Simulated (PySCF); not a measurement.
A structure optimised at PBE0-D3(BJ)/def2-TZVP, used in a PySCF frequency run:

```
Re
O 1 1.6712
O 1 1.6712 2 105.72
O 1 1.6712 2 105.72 3 -111.81
```
Charge +1, spin multiplicity 1.

### Question
Write its SMILES, formula and point group.

### Answer
[O]=[Re+](=[O])=[O], O3Re, C3v

### Question
What are its rotational constants (standard atomic weights)?

### Answer
6.9165, 6.9165, 4.4496 GHz
